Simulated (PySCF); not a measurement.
# Excitation energy of I+ by level of theory

I+ [Kr] 4d10 5s2 5p4 (3P) → I+ [Kr] 4d10 5s1 5p5, s spin flipped, as a difference of total energies. Calculation: PySCF 2.14, in aug-cc-pVTZ-PP with ECP28MDF; scalar relativity through the core potential. Correlated levels: valence: 4s2 4p6 4d10 frozen. The calculations carry no spin-orbit coupling.

```json
{"method": "UHF", "excitation energy (eV)": "14.604"}
{"method": "LDA", "excitation energy (eV)": "11.796"}
{"method": "PBE", "excitation energy (eV)": "11.822"}
{"method": "PBE0", "excitation energy (eV)": "12.513"}
{"method": "r2SCAN", "excitation energy (eV)": "12.399"}
{"method": "B2PLYP", "excitation energy (eV)": "12.478"}
{"method": "BP86", "excitation energy (eV)": "11.797"}
{"method": "M06", "excitation energy (eV)": "12.079"}
{"method": "wB97X", "excitation energy (eV)": "12.669"}
{"method": "MP2 (valence)", "excitation energy (eV)": "12.935"}
{"method": "SCS-MP2 (valence)", "excitation energy (eV)": "12.688"}
```

How much does correlation contribute at MP2 (valence)?

12.935 − (14.604) = -1.669 eV, measured against UHF.

The upper determinant mixes two multiplicities, so it lies between the two terms.
